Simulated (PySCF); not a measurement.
Gas-phase reaction: 3 GaI + 3 H2 → Ga2H6 + GaI3

Method: PySCF energies plus ideal-gas RRHO corrections (1 bar). † marks an energy on the PBE0/def2-TZVP geometry and frequencies; other levels use their own. CCSD(T) freezes the core. All species are closed-shell singlets. I: scalar-relativistic def2 core potential, no spin-orbit coupling. Ga: all electrons, no relativistic terms. Ga2H6: computed as isolated molecules; such fragments, hydroxides, amides, oligomers or adducts are transient or little studied in the gas. CCSD(T) isn't extrapolated to the basis-set limit.

PBE0/def2-TZVP gives ΔH°(298 K) = -108 kJ.

Task: What do ωB97X-V/def2-TZVP†, CCSD(T)/def2-SVP†, PBE0/def2-SVP† give?

Result: ωB97X-V/def2-TZVP†: -144 kJ; CCSD(T)/def2-SVP†: -121 kJ; PBE0/def2-SVP†: -131 kJ. For scale, ΔH°(298 K) is -108 kJ at this level, -93 kJ at ωB97M-V/def2-TZVP†, and runs from -213 to 54 kJ over the 17 levels computed († marks an energy on the PBE0/def2-TZVP geometry).
